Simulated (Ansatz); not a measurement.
Geometry optimisation, Ansatz 0.2.0, RKS PBE0-D4/6-31G*.

Input file:

```yaml
crystal:
  periodic: [false, false, false]
  atoms:
    - { symbol: "N", position_ang: [-0.5851, 1.0242, 1.3346] }
    - { symbol: C, position_ang: [0.3146, 0.4531, 0.4306] }
    - { symbol: O, position_ang: [0.2698, -0.9838, 0.5504] }
    - { symbol: Si, position_ang: [0.3812, -1.1203, -1.0787] }
    - { symbol: O, position_ang: [-0.1974, 0.4223, -0.9383] }
    - { symbol: H, position_ang: [-0.1106, 1.84577, 1.87194] }
    - { symbol: H, position_ang: [-0.80996, 0.39676, 2.09137] }
    - { symbol: H, position_ang: [1.3671, 0.9067, 0.49] }
    - { symbol: H, position_ang: [-0.7539, -2.0104, -1.5343] }
    - { symbol: H, position_ang: [1.6798, -1.215, -1.6041] }
basis:
  gaussian: { orbitals: "6-31G*" }
hamiltonian:
  xc: pbe0
  dispersion: d4
relax:
  f_tol: 0.015
  max_steps: 40
output:
  orbitals: {}
```

Launched with:

```bash
$ ansatz run input.yaml --threads 1 --pin off --max-ram 2048MiB --backend cpu --events-out ev --progress --plain --runs-dir out
```

Task: Where does it end, and by what steps?

Result: The run converged. After 10 steps the energy has fallen by 1.029 eV; H7 moved furthest, 0.90 Å.

```
step  energy less start (eV)  largest force component (eV/Å)  accepted
   0                  0.0000                           3.402       yes
   1                 -0.7870                           1.066       yes
   2                 -0.8650                           0.427       yes
   3                 -0.9200                           0.273       yes
   4                 -0.9451                           0.798       yes
   5                 -1.0049                           0.243       yes
   6                 -1.0064                           0.687       yes
   7                 -1.0249                           0.226       yes
   8                 -1.0283                           0.067       yes
   9                 -1.0288                           0.033       yes
  10                 -1.0289                           0.007       yes
```

```xyz
10
Properties=species:S:1:pos:R:3
N -0.502 1.116 1.319
C 0.443 0.591 0.427
O 0.804 -0.814 0.639
Si 0.336 -1.111 -0.939
O -0.080 0.519 -0.898
H -0.111 1.216 2.249
H -1.328 0.526 1.362
H 1.359 1.190 0.466
H -0.797 -2.057 -1.128
H 1.431 -1.457 -1.883
```

Whether the end is a true minimum wasn't checked by a vibrational analysis.

Run time: 59 s on 1 thread of Arm Neoverse V1, with other jobs on the host, peak memory 0.18 GiB.
